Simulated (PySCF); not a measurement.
The 38-electron isoelectronic series, non-relativistic

Calculated with PySCF 2.14 from differences of total energies of unrestricted determinants, without spin-orbit coupling. Each ion has its own even-tempered basis scaled to its charge (18s12p9d4f3g for the first); frozen: [Ar] 3d10. Ionisation energies in eV.

```csv
ion,configuration,UHF,LDA,PBE,PBE0,r2SCAN,MP2 (outer shells),"NIST (with spin-orbit, Breit and QED)"
Sm²⁴⁺,[Kr] 4d2 (3F),782.10,783.27,783.38,783.45,783.46,782.17,782 ± 4 (t)
Gd²⁶⁺,[Kr] 4d2 (3F),893.61,894.82,894.94,895.01,895.02,893.62,895 ± 4 (t)
Dy²⁸⁺,[Kr] 4d2 (3F),1012.1,1013.3,1013.4,1013.5,1013.5,1011.9,1014 ± 4 (t)
Er³⁰⁺,[Kr] 4d2 (3F),1137.5,1138.8,1138.9,1139.0,1139.0,1137.4,1142 ± 4 (t)
Yb³²⁺,[Kr] 4d2 (3F),1269.8,1271.2,1271.3,1271.3,1271.3,1269.6,1275 ± 4 (t)
Hf³⁴⁺,[Kr] 4d2 (3F),1409.2,1410.6,1410.7,1410.8,1410.7,1408.9,1417 ± 5 (t)
W³⁶⁺,[Kr] 4d2 (3F),1555.3,1556.8,1557.0,1557.0,1556.9,1555.0,1569.1 ± 1.5 (s)
Os³⁸⁺,[Kr] 4d2 (3F),1708.4,1709.9,1710.1,1710.1,1710.0,1708.0,1720 ± 4 (t)
Pt⁴⁰⁺,[Kr] 4d2 (3F),1868.4,1869.9,1870.1,1870.1,1869.9,1867.9,1883 ± 4 (t)
Hg⁴²⁺,[Kr] 4d2 (3F),2035.1,2036.7,2036.9,2036.8,2036.7,2034.6,2052 ± 4 (t)
```

Each ion has its own basis, which adds noise of up to about 0.1 % along the series.

NIST values marked (s) are semi-empirical, (t) theoretical. Open shells are high-spin determinants of the terms that Hund's rules give.

All relativistic terms are absent from the calculated values; where these lie close to NIST, scalar and spin-orbit shifts of opposite sign can cancel.
